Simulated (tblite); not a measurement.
Compound: C6H12O2P (charge -1).
SMILES with atom numbers: `[CH3:1][CH:2]([CH3:3])[P@:4](=[O:5])([O-:6])[CH:7]1[CH2:8][CH2:9]1` (hydrogens: H10, H11, H12 on C1; H13 on C2; H14, H15, H16 on C3; H17 on C7; H18, H19 on C8; H20, H21 on C9)
Bond orders are those of one Lewis drawing.

Computed with GFN2-xTB (tblite), gas phase: L-BFGS steps from a force-field or distance-geometry start until the largest atomic force falls under 0.01 eV/Å.

Step 44: E = -814.2574 eV
```
atom  x, y, z in Å  |  force x, y, z in eV/Å
C1     -2.4818   -0.9548    0.1003   -0.062  -0.039   0.009
C2     -1.4558    0.0484    0.5960   -0.018  -0.049  -0.007
C3     -1.5422    1.3368   -0.2007    0.007   0.001   0.009
P4      0.1799   -0.8928    0.5258    0.039  -0.009   0.005
O5      0.2306   -1.7447   -0.6954    0.017   0.024  -0.001
O6      0.3636   -1.5371    1.8577   -0.029  -0.053  -0.005
C7      1.4522    0.4624    0.3424    0.008  -0.011  -0.032
C8      2.3522    0.3328   -0.8445   -0.030   0.029   0.020
C9      2.8197   -0.1149    0.5014    0.053  -0.016  -0.070
H10    -3.5058   -0.6137    0.2720   -0.058   0.024   0.001
H11    -2.3383   -1.9094    0.6034    0.057   0.008   0.074
H12    -2.3371   -1.1271   -0.9640    0.018   0.015  -0.018
H13    -1.6424    0.2494    1.6572    0.006   0.037  -0.023
H14    -1.1595    1.1794   -1.2073    0.006  -0.010  -0.002
H15    -2.5830    1.6663   -0.2659   -0.007   0.025  -0.047
H16    -0.9689    2.1325    0.2697    0.063   0.021  -0.013
H17     1.2736    1.4471    0.7589   -0.035  -0.016  -0.023
H18     2.7976    1.2188   -1.2888   -0.042   0.007   0.088
H19     2.0889   -0.4313   -1.5641   -0.005   0.016   0.087
H20     2.8513   -1.1786    0.6920    0.027  -0.034  -0.035
H21     3.5964    0.4476    1.0081   -0.017   0.031  -0.017
```

Step 45: E = -814.2595 eV
```
atom  x, y, z in Å  |  force x, y, z in eV/Å
C1     -2.4830   -0.9554    0.1012   -0.073  -0.049   0.008
C2     -1.4567    0.0498    0.5956   -0.027  -0.065  -0.018
C3     -1.5384    1.3383   -0.2035    0.014  -0.010   0.023
P4      0.1778   -0.8970    0.5264    0.042   0.007   0.006
O5      0.2240   -1.7428   -0.6993    0.029   0.020   0.006
O6      0.3606   -1.5486    1.8553   -0.036  -0.032  -0.029
C7      1.4526    0.4579    0.3467    0.012  -0.010  -0.016
C8      2.3490    0.3332   -0.8432   -0.030   0.042  -0.001
C9      2.8253   -0.1116    0.4995    0.013  -0.026  -0.023
H10    -3.5072   -0.6131    0.2720   -0.046   0.022  -0.005
H11    -2.3413   -1.9090    0.6081    0.061   0.034   0.074
H12    -2.3403   -1.1363   -0.9629    0.028   0.046   0.010
H13    -1.6465    0.2526    1.6565    0.015   0.033  -0.040
H14    -1.1516    1.1788   -1.2089   -0.012  -0.006   0.020
H15    -2.5780    1.6742   -0.2712    0.020  -0.002  -0.050
H16    -0.9631    2.1320    0.2693    0.056   0.010  -0.024
H17     1.2718    1.4410    0.7678   -0.033  -0.028  -0.042
H18     2.7879    1.2198   -1.2907   -0.030   0.038   0.088
H19     2.0870   -0.4299   -1.5636   -0.015  -0.009   0.090
H20     2.8635   -1.1745    0.6935    0.033  -0.037  -0.046
H21     3.5978    0.4576    1.0058   -0.020   0.021  -0.030
```

Q: Estimate the geometry and energy of step 46. (The exact step hangs on the optimiser's Hessian estimate; all steps are aligned on step 45, rigid shifts and turns removed.)

A: E = -814.2617 eV, largest force 0.104 eV/Å
```
atom  x, y, z in Å  |  force x, y, z in eV/Å
C1     -2.4850   -0.9572    0.1030   -0.067  -0.035   0.006
C2     -1.4581    0.0508    0.5945   -0.031  -0.052  -0.028
C3     -1.5354    1.3398   -0.2073    0.025  -0.020   0.022
P4      0.1764   -0.9002    0.5270    0.019   0.019   0.004
O5      0.2189   -1.7399   -0.7027    0.043   0.008   0.000
O6      0.3567   -1.5594    1.8529   -0.037  -0.009  -0.047
C7      1.4533    0.4540    0.3510    0.025  -0.017   0.014
C8      2.3456    0.3355   -0.8416   -0.020   0.031   0.004
C9      2.8310   -0.1108    0.4967   -0.045  -0.008   0.024
H10    -3.5102   -0.6145    0.2741   -0.011   0.007  -0.012
H11    -2.3400   -1.9088    0.6148    0.047   0.061   0.059
H12    -2.3439   -1.1442   -0.9615    0.028   0.064   0.051
H13    -1.6497    0.2578    1.6547    0.019   0.023  -0.049
H14    -1.1464    1.1772   -1.2123   -0.029  -0.002   0.045
H15    -2.5738    1.6824   -0.2777    0.055  -0.029  -0.043
H16    -0.9559    2.1320    0.2656    0.032  -0.020  -0.039
H17     1.2706    1.4350    0.7777   -0.023  -0.043  -0.055
H18     2.7804    1.2229   -1.2889   -0.018   0.073   0.072
H19     2.0837   -0.4264   -1.5625   -0.022  -0.028   0.077
H20     2.8743   -1.1736    0.6922    0.037  -0.022  -0.058
H21     3.5989    0.4647    1.0044   -0.026  -0.002  -0.048
```

The energy changes by -0.0022 eV. The first-order estimate −F·Δx gives -0.0030 eV and the mean of the old and new forces, exact on a quadratic surface, -0.0022 eV. The step makes an angle of 72° with the force vector and moves no atom by more than 0.012 Å.

What follows is the cost of the whole relaxation. On one thread, Arm Neoverse V2 (aarch64), shared host, this took 0.79 s.
